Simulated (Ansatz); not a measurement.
Two isomers of GeH6O2Si: A = `O[SiH](O)[GeH3]`, B = `[OH][GeH2][O][SiH3]`.

Isolated molecules relaxed with PBE0-D4/def2-TZVP in Ansatz; ΔE leaves out vibrations. CCSD(T)/CBS adds triple-zeta CCSD(T) − MP2 to the extrapolated MP2 energy (def2 sets, frozen cores). Functionals use def2-TZVPP. B3LYP here is the variant with VWN-RPA as its local correlation; programs differ in this. For Ge outer-core shells are correlated without core-valence functions, which leaves a few kJ/mol of doubt a bond. Scalar relativity is left out up to krypton. Each species was taken in one conformer, which may not be the lowest.

Task: Which is lower in electronic energy at CCSD(T)/CBS, and by how much? (An estimate is asked.)

Result: Computed: A, by 8.8 kcal/mol.

Task: Give E(B) − E(A) in kcal/mol with B3LYP, CCSD(T)/def2-TZVPP, B3LYP-D4, HF/def2-TZVPP, B2PLYP, CCSD/def2-TZVPP, r2SCAN-D4. (Best estimate.)

Result: Computed: B3LYP 8.8, CCSD(T)/def2-TZVPP 6.8, B3LYP-D4 8.9, HF/def2-TZVPP 1.5, B2PLYP 7.2, CCSD/def2-TZVPP 6.5, r2SCAN-D4 10.5. None reverses the order clearly.

Largest T1 diagnostic: 0.012.

From PBE to PBE0 (25 % exact exchange), in def2-TZVPP and without D4, E(B) − E(A) moves by −1.0 kcal/mol. In def2-TZVPP, CCSD(T) changes the Hartree–Fock value by +5.4 kcal/mol (the triples alone add +0.3 kcal/mol) and MP2 by +4.5 kcal/mol.
